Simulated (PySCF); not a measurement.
Sb(H)(OH)2 (H3O2Sb), SMILES [OH][SbH][OH].

Geometry optimised at PBE0-D3(BJ)/def2-TZVP. The def2 effective core potentials stand for the cores of Sb; spin–orbit coupling is left out. Other conformers were not sampled.

Calculation: TDA-M06-2X/def2-SVPD (PySCF 2.14.0).

Vertical excitations. Isolated molecule, no solvent.

Computed UV-visible absorptions:
```
state  energy (eV)  λ (nm)      f                                                                  main pairs
-----  -----------  ------  -----  --------------------------------------------------------------------------
S1            5.74     216  0.086                                            HOMO→LUMO+1 57 %, HOMO→LUMO 37 %
S2            5.93     209  0.128                                            HOMO→LUMO 56 %, HOMO→LUMO+1 37 %
S3            6.92     179  0.006                                          HOMO−1→LUMO 68 %, HOMO−2→LUMO 13 %
S4            7.05     176  0.157                                                            HOMO→LUMO+2 89 %
S5            7.17     173  0.044                    HOMO−2→LUMO+1 46 %, HOMO−1→LUMO+1 32 %, HOMO−2→LUMO 10 %
S6            7.35     169  0.014                                        HOMO−2→LUMO 52 %, HOMO−1→LUMO+1 36 %
S7            7.94     156  0.201  HOMO−2→LUMO+1 32 %, HOMO−1→LUMO+1 18 %, HOMO−1→LUMO 18 %, HOMO−2→LUMO 15 %
S8            8.18     152  0.134                        HOMO→LUMO+3 56 %, HOMO→LUMO+4 18 %, HOMO−3→LUMO 11 %
S9            8.34     149  0.023                                          HOMO→LUMO+4 59 %, HOMO→LUMO+3 22 %
S10           8.49     146  0.012                                                            HOMO−3→LUMO 68 %
T1            4.41     281      0                                                              HOMO→LUMO 86 %
T2            4.65     267      0                                                            HOMO→LUMO+1 87 %
T3            6.51     191      0                                          HOMO−1→LUMO 61 %, HOMO−2→LUMO 16 %
T4            6.64     187      0                    HOMO−2→LUMO+1 59 %, HOMO−2→LUMO 15 %, HOMO−1→LUMO+1 10 %
```
Triplets are in the Tamm–Dancoff approximation.
